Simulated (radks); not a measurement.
Valence configurations of Mo II (all share [Kr]). All-electron calculation, scalar-relativistic Kohn-Sham, BLYP, spin-polarised, spherical densities, point nucleus; open shells are filled with parallel spins first (spin-orbit coupling, left out, can overturn this in heavy ions). Program: a radial shooting solver on a logarithmic mesh with Libxc functionals. Energies are relative to 4d5; eigenvalues in eV for spin up.

valence          E (eV)  moment (Bohr magnetons)    e(4d)    e(5p)    e(5s)
4d5               0.000                        5  -11.132        -        -
4d4 5p1           5.939                        5  -14.553   -7.636        -
4d3 5p2          13.915                        5  -18.043   -8.987        -
4d4 5s0.5 5p0.5   3.663                        5  -14.021   -7.328  -11.861
4d4 5s1           1.406                        5  -13.473        -  -11.496
4d2 5s1 5p2      18.640                        5  -20.628   -9.781  -15.194
4d3 5s0.5 5p1.5  11.410                        5  -17.550   -8.725  -13.716
4d4.5 5s0.5       0.563                        5  -12.278        -  -10.882
4d4.5 5p0.5       2.731                        5  -12.831   -6.910        -
4d1 5s2 5p2      26.631                        3  -23.342  -10.371  -16.090

NIST lists [Kr] 4d5 as the ground configuration; this level of theory agrees among the configurations tried. The energies are those of spherical high-spin densities, not of single terms.
